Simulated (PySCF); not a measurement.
Steps of a relaxation of Cs2Br2

Cs2Br2 (singlet). PySCF 2.14.0, RKS PBE0, Cs def2-SVP with ECP46, Br def2-SVP; non-relativistic Hamiltonian with scalar-relativistic core potentials where named; density fitting; no spin-orbit coupling. Origin of the start: template. Columns: position (Å) and force (eV/Å). Energies are counted from the last step; some of the 16 steps are shown. Forces carry noise of the integration grid, about 0.01 to 0.03 eV/Å.

Run from Python with OMP_NUM_THREADS=2. Where DIIS fails, smearing, a level shift and second-order steps follow.
It took 2.2 min on 2 threads of Arm Neoverse V1, on a shared host, from the converged density of the start.

```xyz
4
step 0  E = 0.188 eV
Cs    0.0000    0.0000    2.6600     0.00    0.00   -0.59
Cs    0.0000    0.0000   -2.6600     0.00    0.00    0.59
Br    2.2747    0.0000    0.0000    -0.13    0.00    0.00
Br   -2.2747    0.0000    0.0000     0.13    0.00    0.00
```

```xyz
4
step 5  E = -0.002 eV
Cs    0.0000    0.0000    2.3748     0.00    0.00   -0.03
Cs    0.0000    0.0000   -2.3748     0.00    0.00    0.03
Br    2.3627    0.0000    0.0000     0.02    0.00    0.00
Br   -2.3627    0.0000    0.0000    -0.02    0.00    0.00
```

```xyz
4
step 10  E = -0.001 eV
Cs    0.0000    0.0000    2.3659     0.00    0.00   -0.01
Cs    0.0000    0.0000   -2.3659     0.00    0.00    0.01
Br    2.3702    0.0000    0.0000     0.02    0.00    0.00
Br   -2.3702    0.0000    0.0000    -0.02    0.00    0.00
```

Q: Where does the relaxation end?

A: It converges at step 15 in D2h:
```xyz
4
step 15  E = 0
Cs    0.0000    0.0000    2.3580
Cs    0.0000    0.0000   -2.3580
Br    2.3786    0.0000    0.0000
Br   -2.3786    0.0000    0.0000
```

Q: How did the contacts change?

A: 
```json
{"contact": "Cs1–Br3 (Br)", "start (Å)": "3.500", "end (Å)": "3.349"}
{"contact": "Cs1–Br4 (Br)", "start (Å)": "3.500", "end (Å)": "3.349"}
```
